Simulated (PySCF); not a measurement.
Simulated absorption spectrum

Compound: Se(eta1-allyl)2, C₆H₁₀Se.
InChI=1S/C6H10Se/c1-3-5-7-6-4-2/h3-4H,1-2,5-6H2

Method: TDDFT B3LYP/def2-SVPD, vertical, gas phase, core orbitals frozen in the response in PySCF 2.14.0, density-fitted response routines. Isolated species at its PBE0-D3(BJ)/def2-SVP geometry (one conformer only). The B3LYP/def2-SVPD calculation is non-relativistic and has no spin–orbit coupling, an omission that weighs most on selenium.

Each state is given a Gaussian of 0.25 eV full width at half maximum, with ε(max) = 2.175×10⁸ f / Δν̃ (Δν̃ the width in cm⁻¹). The width is an assumption, not a result. The curve ends short of the highest state used, and states not computed would add to its high-energy end.

| E (eV) | ε (L mol⁻¹ cm⁻¹) |
| --- | --- |
| 3.92 | 5 |
| 3.98 | 35 |
| 4.03 | 129 |
| 4.08 | 380 |
| 4.14 | 1039 |
| 4.19 | 1880 |
| 4.24 | 2726 |
| 4.30 | 3176 |
| 4.35 | 2827 |
| 4.40 | 2016 |
| 4.46 | 1005 |
| 4.51 | 442 |
| 4.57 | 125 |
| 4.62 | 36 |
| 4.67 | 9 |
| 4.73 | 2 |
| 4.78 | 0 |
| 4.83 | 0 |
| 4.89 | 0 |
| 4.94 | 0 |
| 4.99 | 0 |
| 5.05 | 1 |
| 5.10 | 3 |
| 5.15 | 11 |
| 5.21 | 43 |
| 5.26 | 114 |
| 5.31 | 250 |
| 5.37 | 484 |
| 5.42 | 661 |
| 5.47 | 726 |
| 5.53 | 614 |
| 5.58 | 447 |
| 5.63 | 377 |
| 5.69 | 732 |
| 5.74 | 1847 |
| 5.80 | 5268 |

Problem. Where are the band maxima, and which computed states make them?

Solution. 288 nm (4.30 eV), ε about 3200, made up of S1 (100%); 227 nm (5.47 eV), ε about 730, made up of S4 (100%) (ε in L mol⁻¹ cm⁻¹; maxima over ε = 5, shares over 10%). At its high-energy end, 5.80 eV, the curve is still rising (ε about 5300, from S5, S6 and S7). The states used: S1 4.30 eV (f 0.029); S2 4.53 eV (f 0.0000); S3 5.27 eV (f 0.0000); S4 5.47 eV (f 0.0067); S5 5.89 eV (f 0.017); S6 5.96 eV (f 0.056); S7 6.07 eV (f 0.474); S8 6.08 eV (f 0.024); S9 6.29 eV (f 0.0016); S10 6.40 eV (f 0.202).

Problem. Coming from long wavelengths, where does ε first pass 100 L mol⁻¹ cm⁻¹?

Solution. At about 308 nm (4.02 eV), 0.28 eV below S1.

Problem. What would ε be at 4.30 eV, the highest of these maxima, with half the width (0.125 eV)?

Solution. About 6350 L mol⁻¹ cm⁻¹ against 3180, a factor of about 2.00; a lone state at its own centre would give exactly 2.

Problem. Does any computed singlet lie in the visible range?

Solution. No computed singlet lies in the visible range (380 to 750 nm); the lowest, at 288 nm, stands 1.04 eV above its violet end (3.26 eV).
